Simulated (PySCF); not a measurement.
# B⁺: excitation energy

B⁺ [He] 2s2 (1S) → B⁺ [He] 2p2 (3P), as a difference of total energies. All numbers are calculated (PySCF 2.14, scalar relativity by spin-free X2C-1e, in x2c-QZVPPall (7s4p3d2f1g, 57 functions)). Correlated levels: valence: 1s2 frozen. The calculations carry no spin-orbit coupling.

```tsv
method	excitation energy (cm⁻¹)
UHF	88387
MP2 (valence)	95070
SCS-MP2 (valence)	97767
CCSD (valence)	99626
```

Errors of the correlated levels include the incompleteness of this basis and the frozen core.

The basis was made for the ground configuration and has no added diffuse functions, so the excitation energy can come out too high.

With two correlated electrons CCSD is exact in that space.

For comparison: 98926 cm⁻¹ (measured; NIST levels, between the centres of gravity of the two terms).
